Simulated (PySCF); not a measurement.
All values below come from M06-2X/def2-TZVP // B3LYP-D3(BJ)/def2-TZVP run with PySCF 2.14.0. Isolated molecules, 0 K electronic values unless said otherwise. Delta-SCF ions had no search for a lower state. Excitations are Tamm–Dancoff values on a coarser integration grid. The basis has no diffuse functions, so Rydberg states are missing or too high.

Reference species (SMILES): `[Br][Al]([Br])[Br]` (neutral, multiplicity 1).

| Item | Result |
|---|---|
| HOMO–LUMO gap | 8.89 eV |
| vertical ionisation energy (Delta-SCF) | 10.98 eV |
| S1–T1 gap (TDA) | 0.27 eV |

After one change: the HOMO–LUMO gap falls by 1.14 eV; the vertical ionisation energy (Delta-SCF) drops by 0.90 eV; the S1–T1 gap (TDA) goes up by 0.43 eV.

Task: Name the change that produced these shifts. The new species is one of these.
A) `[SiH3][Al]([SiH3])[SiH3]`
B) `[SiH3][Al]([Br])[Br]`
C) `[SiH3][Al]([SiH3])[Br]`

Result: B, `[SiH3][Al]([Br])[Br]`
